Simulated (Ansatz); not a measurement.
Consider the redistribution: `F[SiH](F)O[SiH2]S` + `[F][GaH][Cl]` → `F[SiH](F)O[SiH3]` + `[F][Ga]([SH])[Cl]`.

Calculated with Ansatz (gas phase, PBE0-D4/def2-TZVP geometries, no zero-point term in ΔE). CBS: MP2 limit from def2 TZ/QZ plus the TZ coupled-cluster correction, frozen cores. For Ga outer-core shells are correlated without core-valence functions, which leaves a few kJ/mol of doubt a bond. Scalar relativity is left out up to krypton. One conformer a species, not always the lowest.

`F[SiH](F)O[SiH2]S`:

```xyz
10

F    -2.640    0.244    0.759
Si   -1.348    1.147    0.639
F    -1.007    1.654    2.098
O    -0.134    0.277    0.070
Si    1.052   -0.848   -0.027
S     2.103   -0.715   -1.865
H    -1.635    2.295   -0.223
H     2.061   -0.586    1.022
H     0.426   -2.181    0.113
H     1.123   -1.287   -2.586
```

`[F][GaH][Cl]`:

Cartesian coordinates in Å:
```
F 0.369 0.599 -1.573
Ga -0.014 0.143 0.067
Cl -0.105 -1.957 0.357
H -0.250 1.214 1.149
```

`F[SiH](F)O[SiH3]`:

Z-matrix (Å, degrees):
```
Si
F 1 1.582
O 1 1.599 2 110.0
F 1 1.582 2 106.6 3 119.3
H 1 1.464 2 109.5 3 -122.4
Si 3 1.645 1 153.2 2 58.6
H 6 1.483 3 109.5 1 60.1
H 6 1.483 3 109.5 1 -60.5
H 6 1.481 3 107.6 1 179.8
```

`[F][Ga]([SH])[Cl]`:

Cartesian coordinates in Å:
```
F 0.147 -1.788 -0.454
Ga -0.453 -0.241 0.081
S 0.882 1.469 0.072
Cl -2.472 -0.166 0.704
H 1.897 0.725 -0.404
```

```tsv
species	CCSD(T)/CBS(def2) energy (Eh)
`F[SiH](F)O[SiH2]S`	-1253.37132
`[F][GaH][Cl]`	-2484.20089
`F[SiH](F)O[SiH3]`	-855.55648
`[F][Ga]([SH])[Cl]`	-2882.02312
```

(1) Work out ΔE.

Largest T1 diagnostic among the species: 0.013.

Answers

(1) ΔE = (-855.55648) + (-2882.02312) − (-1253.37132) − (-2484.20089) = -0.00739 Eh = -0.20 eV.

In def2-TZVPP, CCSD(T) changes the Hartree–Fock value by +0.03 eV (the triples alone add +0.00 eV) and MP2 by +0.03 eV.
